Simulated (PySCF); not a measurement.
hydrogen (H₂), SMILES [H][H].

Geometry optimised at PBE0-D3(BJ)/def2-TZVPD.

Calculation: PBE0-D3(BJ)/def2-TZVPD (PySCF 2.14.0).

No scaling factor is applied to the harmonic values.

```tsv
mode	ν (cm⁻¹)	IR (km/mol)	moving atoms (share of kinetic energy)
1	4406	0.0	H 100 %
```
